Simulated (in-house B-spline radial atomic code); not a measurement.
Results of a calculation; reference values are marked as such.
Ghost states of the separable form: O

O, [He] 2s2 2p4, non-relativistic PBE, spherical and spin-unpolarised, from a B-spline radial code for spherical atoms (atomic units; all potentials screened as in the neutral atom).

Troullier-Martins channels: 2s (ε = -0.8788, r_c = 0.83 bohr), 2p (ε = -0.3321, r_c = 1.239 bohr). In the Kleinman-Bylander form one channel serves as the local potential, and each other channel l becomes |δV u><u δV|/<u|δV|u>, with δV = V_l − V_local and u the pseudo-orbital. Its strength is E_KB = <u|δV²|u>/<u|δV|u>. By the analysis of Gonze, Stumpf and Scheffler a spurious state lies below the reference level ε if E_KB > 0 and ε is above the second level of the local potential alone, or if E_KB < 0 and ε is above its first. The table's levels are those of angular momentum l in a sphere of 9 bohr, whose wall can lift a shallow ε a little above its free-atom value.

```tsv
local	channel	<u δV u>	<u δV² u>	ε	first local level	second local level
p	s	0.89914	8.3056	-0.8788	-4.2531	-0.0904
s	p	-1.118	10.204	-0.3321	-0.0275	0.1502
```

Q: Apply the rule to each row.

A: Local p, channel s: E_KB = +9.24, so ε = -0.8788 is set against -0.0904: no ghost. Local s, channel p: E_KB = -9.13, so ε = -0.3321 is set against -0.0275: no ghost.

Diagonalising the separable Hamiltonian gives:

```tsv
local	channel	three lowest levels	all-electron, two lowest valence levels
p	s	-0.8788, 0.0192, 0.2610	-0.8788, 0.0191
s	p	-0.3321, 0.0841, 0.3403	-0.3321, 0.0841
```

Q: Which choices of local channel are safe?

A: All are free of ghosts. Among the safe choices the second level, which tests transfer, is off by at most 0.0 millihartree (s local), 0.1 millihartree (p local).
